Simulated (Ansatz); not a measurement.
Geometry optimisation, RKS B3LYP-D4/def2-mTZVP in Ansatz 0.2.0.

The input (input.yaml):

```yaml
crystal:
  periodic: [false, false, false]
  atoms:
    - { symbol: O, position_ang: [0.40596, -0.21184, 1.6915] }
    - { symbol: Te, position_ang: [-0.98458, 0.45014, 0.59772] }
    - { symbol: O, position_ang: [-0.12058, 0.06385, -1.30213] }
    - { symbol: H, position_ang: [-0.84402, 0.38678, -1.82898] }
total_charge: -1
basis:
  gaussian: { orbitals: def2-mTZVP }
hamiltonian:
  xc: b3lyp
  dispersion: d4
relax:
  f_tol: 0.015
  max_steps: 40
```

Run as:

```bash
$ ansatz run input.yaml --threads 1 --pin off --max-ram 2048MiB --backend cpu --events-out ev --progress --plain --runs-dir out
```

Task: Where does it end, and by what steps?

Result: The forces met the threshold. Limits of this set-up: an anion without diffuse functions. After 12 steps the energy has fallen by 0.267 eV; H4 moved furthest, 0.61 Å.

| step | energy less start (eV) | largest force component (eV/Å) | accepted |
| --- | --- | --- | --- |
| 0 | 0.0000 | 0.970 | yes |
| 1 | -0.0194 | 0.469 | yes |
| 2 | -0.0412 | 0.041 | yes |
| 3 | -0.0464 | 0.252 | yes |
| 4 | -0.0782 | 0.356 | yes |
| 5 | -0.1346 | 1.324 | yes |
| 6 | 0.1003 | 2.937 | no |
| 7 | -0.2152 | 0.477 | yes |
| 8 | -0.2535 | 0.249 | yes |
| 9 | -0.2637 | 0.141 | yes |
| 10 | -0.2658 | 0.097 | yes |
| 11 | -0.2664 | 0.091 | yes |
| 12 | -0.2667 | 0.011 | yes |

```xyz
4
Properties=species:S:1:pos:R:3
O 0.269 -0.503 1.547
Te -0.845 0.745 0.660
O -0.281 0.633 -1.367
H -0.686 -0.186 -1.682
```

Whether the end is a true minimum wasn't checked by a vibrational analysis.

The run took 75 s on 1 thread of Arm Neoverse N1, on a shared host, peak memory 0.18 GiB.
